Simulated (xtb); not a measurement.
AsF3, triplet, from a rough starting geometry (a higher spin typed on purpose: for a closed-shell molecule this is an excited state); GFN2-xTB (xtb).

Here is a job for xtb.
```
$ xtb mol.xyz --gfn 2 --uhf 2 --opt vtight --json

# file mol.xyz
4

F     -0.86967192    -1.14154364    -0.20908416
As     0.06301555    -0.00330969     0.65485336
F      1.40816272    -0.10418539    -0.23269292
F     -0.62881786     1.27298426    -0.18250193
```

### Question
Predict the main parts of the log of this xtb run.

### Answer

```
   ID    Z sym.   atoms
    1    9 F      1, 3, 4
    2   33 As     2

           -------------------------------------------------
          |                Calculation Setup                |
           -------------------------------------------------

           -------------------------------------------------
          |                 G F N 2 - x T B                 |
           -------------------------------------------------

          ...................................................
          :                      SETUP                      :
          :.................................................:
          :  # basis functions                  22          :
          :  # atomic orbitals                  21          :
          :  # shells                            9          :
          :  # electrons                        26          :
          :  max. iterations                   250          :
          :  Hamiltonian                  GFN2-xTB          :
          :  restarted?                      false          :
          :  GBSA solvation                  false          :
          :  PC potential                    false          :
          :  electronic temp.          300.0000000     K    :
          :  accuracy                    1.0000000          :
          :  -> integral cutoff          0.2500000E+02      :
          :  -> integral neglect         0.1000000E-07      :
          :  -> SCF convergence          0.1000000E-05 Eh   :
          :  -> wf. convergence          0.1000000E-03 e    :
          :  Broyden damping             0.4000000          :
          :  net charge                          0          :
          :  unpaired electrons                  2          :
          ...................................................

 iter      E             dE          RMSdq      gap      omega  full diag
   1    -16.3814693 -0.163815E+02  0.153E+01    0.76       0.0  T
   2    -16.3884126 -0.694338E-02  0.936E+00    0.69       1.0  T
   3    -16.3865518  0.186087E-02  0.253E+00    0.74       1.0  T
   4    -16.3918368 -0.528504E-02  0.522E-01    0.69       1.0  T
   5    -16.3918552 -0.183918E-04  0.191E-01    0.68       1.0  T
   6    -16.3918584 -0.320953E-05  0.872E-02    0.68       1.0  T
   7    -16.3918745 -0.160685E-04  0.286E-02    0.68       1.7  T
   8    -16.3918744  0.347772E-07  0.715E-03    0.68       7.0  T
   9    -16.3918745 -0.114072E-06  0.275E-03    0.68      18.2  T
  10    -16.3918745  0.130128E-08  0.151E-03    0.68      33.1  T
  11    -16.3918746 -0.507616E-08  0.173E-04    0.68     289.4  T
  12    -16.3918746  0.212950E-10  0.147E-04    0.68     340.7  T

   *** convergence criteria satisfied after 12 iterations ***

 transition dipole moment (au) for excitation:          13          14
     X       Y       Z
   0.1447   1.0362   0.0426  total (au/Debye):    1.047   2.662
 dE (eV)             :    7.464
 oscillator strength :  0.28360E+00

         :::::::::::::::::::::::::::::::::::::::::::::::::::::
         ::                     SUMMARY                     ::
         :::::::::::::::::::::::::::::::::::::::::::::::::::::
         :: total energy             -16.374995856531 Eh    ::
         :: gradient norm              0.229006011822 Eh/a0 ::
         :: HOMO-LUMO gap              0.679301270877 eV    ::
         ::.................................................::
         :: SCC energy               -16.391874505928 Eh    ::
         :: -> isotropic ES            0.036051807163 Eh    ::
         :: -> anisotropic ES          0.000495546182 Eh    ::
         :: -> anisotropic XC         -0.007397319111 Eh    ::
         :: -> dispersion             -0.001538083880 Eh    ::
         :: repulsion energy           0.016878649397 Eh    ::
         :: add. restraining           0.000000000000 Eh    ::
         :: total charge               0.000000000049 e     ::
         :::::::::::::::::::::::::::::::::::::::::::::::::::::

[...]
 * total energy  :   -16.5048713 Eh     change       -0.1083512E-02 Eh
 * total energy  :   -16.5052035 Eh     change       -0.3321788E-03 Eh
 * total energy  :   -16.5052489 Eh     change       -0.4545877E-04 Eh
 * total energy  :   -16.5052107 Eh     change        0.3823859E-04 Eh
 * total energy  :   -16.5052569 Eh     change       -0.4625872E-04 Eh
 * total energy  :   -16.5052628 Eh     change       -0.5892074E-05 Eh
 * total energy  :   -16.5052650 Eh     change       -0.2204849E-05 Eh
 * total energy  :   -16.5052665 Eh     change       -0.1430509E-05 Eh
 * total energy  :   -16.5052695 Eh     change       -0.3046366E-05 Eh
 * total energy  :   -16.5052709 Eh     change       -0.1423223E-05 Eh
 * total energy  :   -16.5052713 Eh     change       -0.3606555E-06 Eh
 * total energy  :   -16.5052713 Eh     change       -0.2871504E-07 Eh
   *** GEOMETRY OPTIMIZATION CONVERGED AFTER 76 ITERATIONS ***
         :: total energy             -16.505271323037 Eh    ::
[...]
          |                Property Printout                |
           -------------------------------------------------

    * Orbital Energies and Occupations

         #    Occupation            Energy/Eh            Energy/eV
      -------------------------------------------------------------
         1        2.0000           -0.8608858             -23.4259
         2        2.0000           -0.8455738             -23.0092
         3        2.0000           -0.8401523             -22.8617
         4        2.0000           -0.6686162             -18.1940
         5        2.0000           -0.5829210             -15.8621
         6        2.0000           -0.5783978             -15.7390
         7        2.0000           -0.5696291             -15.5004
         8        2.0000           -0.5521733             -15.0254
         9        2.0000           -0.5454152             -14.8415
        10        2.0000           -0.5447854             -14.8244
        11        2.0000           -0.5410662             -14.7232
        12        2.0000           -0.5398923             -14.6912
        13        1.0000           -0.4985602             -13.5665
        14        1.0000           -0.4074235             -11.0866 (HOMO)
        15                         -0.2161836              -5.8827 (LUMO)
        16                         -0.1346846              -3.6650
        17                         -0.0111471              -0.3033
        18                          0.0230623               0.6276
        19                          0.0877370               2.3874
        20                          0.2382613               6.4834
        21                          0.8381776              22.8080
      -------------------------------------------------------------
                  HL-Gap            0.1912399 Eh            5.2039 eV
             Fermi-level           -0.4154530 Eh          -11.3051 eV

     #   Z          covCN         q      C6AA      α(0)
     1   9 F        0.720    -0.151    10.751     3.872
     2  33 As       2.178     0.446   217.667    27.640
     3   9 F        0.720    -0.151    10.751     3.872
     4   9 F        0.738    -0.144    10.679     3.859

 Mol. C6AA /au·bohr⁶  :        578.068880
 Mol. C8AA /au·bohr⁸  :      27996.311454
 Mol. α(0) /au        :         39.242911

Wiberg/Mayer (AO) data.
largest (>0.10) Wiberg bond orders for each atom

 ---------------------------------------------------------------------------
     #   Z sym  total        # sym  WBO       # sym  WBO       # sym  WBO
 ---------------------------------------------------------------------------
     1   9 F    1.157 --     2 As   0.890     3 F    0.206
     2  33 As   3.022 --     4 F    1.242     1 F    0.890     3 F    0.890
     3   9 F    1.157 --     2 As   0.890     1 F    0.206
     4   9 F    1.364 --     2 As   1.242
 ---------------------------------------------------------------------------

Topologies differ in total number of bonds
Writing topology from bond orders to xtbtopo.mol

molecular dipole:
                 x           y           z       tot (Debye)
 q only:        0.137      -0.389       0.142
   full:        0.113      -0.323       0.118       0.919
molecular quadrupole (traceless):
                xx          xy          yy          xz          yz          zz
 q only:       -3.190      -1.455       0.859       0.210       0.476       2.332
  q+dip:       -4.043      -1.659       0.652       0.171       0.967       3.391
   full:       -4.670      -1.998       0.941       0.238       0.965       3.729

optimized geometry written to: xtbopt.xyz

           -------------------------------------------------
          | TOTAL ENERGY              -16.505271323037 Eh   |
          | GRADIENT NORM               0.000023089933 Eh/α |
          | HOMO-LUMO GAP               5.203901203960 eV   |
           -------------------------------------------------

normal termination of xtb
```
